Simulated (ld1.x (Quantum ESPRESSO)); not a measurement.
**What one change does to a pseudopotential (S, TM)**

ld1.x (Quantum ESPRESSO) 7.5 input, shortened:

```
&input
   title='S', zed=16., rel=1, dft='WC', iswitch=3,
   config='[Ne] 3s2 3p3.5 3d-2'
 /
 &inputp
   pseudotype=2, tm=.true., lloc=-1, rcloc=1.70,
   nlcc=.true., new_core_ps=.true., rcore=0.70
 /
3
3S  1  0   2.00   0.00  1.10  1.10  0.0
3P  2  1   3.50   0.00  1.70  1.70  0.0
3D  3  2  -2.00   0.50  1.85  1.85  0.0
 &test
   configts(1)='3s2 3p3.5'
 /
```

All-electron outer shells of the reference configuration (Wu–Cohen, scalar-relativistic, ld1.x):

```json
{"shell": "3s", "level (eV)": "-22.20", "outermost node (bohr)": "0.60", "outermost maximum (bohr)": "1.40"}
{"shell": "3p", "level (eV)": "-11.68", "outermost node (bohr)": "0.58", "outermost maximum (bohr)": "1.57"}
```

Change: local potential all-electron potential smoothed inside 2.04 bohr (lloc = -1).

Cutoffs: the cutoffs (Ry, on a coarse ladder) from which the occupation-weighted sum of valence levels, in a spherical-Bessel basis at the reference potential, stays within 10 and 1 mRy of its value at 400 Ry; they do not see the model core or the augmentation charge, which bear on the density cutoff. Errors are all-electron minus pseudo energies relative to the spin-unpolarised reference configuration.

Problem. What does the change do?

Solution. The potential gets neither clearly harder nor softer (60 Ry and 140 Ry → 60 Ry and 140 Ry); of the 7 tests that both files solve, the error grows in 0 and shrinks in 5 by more than 15 % and 0.3 meV (median size 11.5 → 11.9 meV); neither file shows a bound ghost. That the errors move this way runs against the usual rule that smaller radii transfer better.

| quantity | base | changed |
| --- | --- | --- |
| cutoff, loose | 60 Ry | 60 Ry |
| cutoff, tight | 140 Ry | 140 Ry |
| bound ghosts | none | none |
| error for 3s2 3p4, meV [ΔE -4.65 eV] | +1.2 | +0.8 |
| error for 3s2 3p3, meV [ΔE 7.10 eV] | +1.0 | +0.4 |
| error for 3s2 3p2, meV [ΔE 29.37 eV] | +20 | +13 |
| error for 3s2 3p1, meV [ΔE 63.42 eV] | +85 | +62 |
| error for 3s0 3p6, meV [ΔE 16.05 eV] | -12 | -12 |
| error for 3s1 3p5, meV [ΔE 5.64 eV] | -2.6 | -2.6 |
| error for 3s2 3p0, meV [ΔE 110.26 eV] | +230 | +180 |
